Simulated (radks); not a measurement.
Spherical quantum dot in the effective-mass picture: electrons in a hard-walled sphere of radius 4.54, all in effective atomic units (hartree* = m*/eps^2 hartree, bohr* = eps/m* bohr), one dielectric constant everywhere. Calculated with a radial shooting solver with Libxc functionals: non-relativistic Kohn-Sham, PBE, spin-polarised, spherical densities. Levels are named by radial order and angular momentum (1s, 1p, 1d, 2s, ...), and open shells are averaged over m. Results are scaled to m* = 0.1 and eps = 15.8, for which hartree* = 10.9 meV and bohr* = 8.361 nm. Each electron was tried in the lowest free levels, single moves between levels near the top were tried too, and the lowest total energy was kept; such a search can miss a lower state. The series stops at N = 36: beyond it a trial failed or the search could not be trusted, so later rows were left out. At N = 1 the Hartree and exchange-correlation terms need not cancel, so that row can carry a self-interaction error.

N	open shells	2S	mu = E(N) - E(N-1) (meV)	addition energy mu(N+1) - mu(N) (meV)	rms radius (nm)
1	1s(up 1, down 0)	1	2.5907	3.772	20.34
2	none	0	6.3632	5.220	21.45
3	1p(up 1, down 0)	1	11.583	2.943	22.84
4	1p(up 2, down 0)	2	14.526	3.015	23.63
5	1p(up 3, down 0)	3	17.541	3.834	24.18
6	1p(up 3, down 1)	2	21.376	2.849	24.64
7	1p(up 3, down 2)	1	24.225	2.922	25.00
8	none	0	27.147	5.614	25.31
9	1d(up 1, down 0)	1	32.761	2.855	25.67
10	1d(up 2, down 0)	2	35.616	2.870	25.97
11	1d(up 3, down 0)	3	38.487	2.878	26.23
12	1d(up 4, down 0)	4	41.364	2.881	26.45
13	1d(up 5, down 0)	5	44.245	3.642	26.65
14	1d(up 5, down 1)	4	47.887	2.805	26.84
15	1d(up 5, down 2)	3	50.692	2.821	27.01
16	1d(up 5, down 3)	2	53.513	2.831	27.16
17	1d(up 5, down 4)	1	56.344	2.836	27.30
18	none	0	59.179	6.070	27.43
19	1f(up 1, down 0)	1	65.250	2.792	27.57
20	1f(up 2, down 0)	2	68.041	2.795	27.71
21	1f(up 3, down 0)	3	70.837	2.798	27.83
22	1f(up 4, down 0)	4	73.634	2.799	27.95
23	1f(up 5, down 0)	5	76.433	2.800	28.06
24	1f(up 6, down 0)	6	79.233	2.800	28.16
25	1f(up 7, down 0)	7	82.033	3.523	28.25
26	1f(up 7, down 1)	6	85.556	2.760	28.35
27	1f(up 7, down 2)	5	88.316	2.765	28.43
28	1f(up 7, down 3)	4	91.081	2.768	28.51
29	1f(up 7, down 4)	3	93.849	2.770	28.59
30	1f(up 7, down 5)	2	96.618	2.771	28.67
31	1f(up 7, down 6)	1	99.389	2.772	28.74
32	none	0	102.16	6.583	28.81
33	1g(up 1, down 0)	1	108.74	2.744	28.88
34	1g(up 2, down 0)	2	111.49	2.745	28.95
35	1g(up 3, down 0)	3	114.23	2.746	29.02
36	1g(up 4, down 0)	4	116.98	-	29.09

All shells are closed at N = 2, 8, 18, 32 (there: 1s2 1p6 1d10 1f14); the second difference of the energy has clear peaks (12 % above both neighbours; the first and last values, which can be the largest, are not judged, and half-filled shells can peak too) at N = 2, 5, 8, 13, 18, 25, 32.
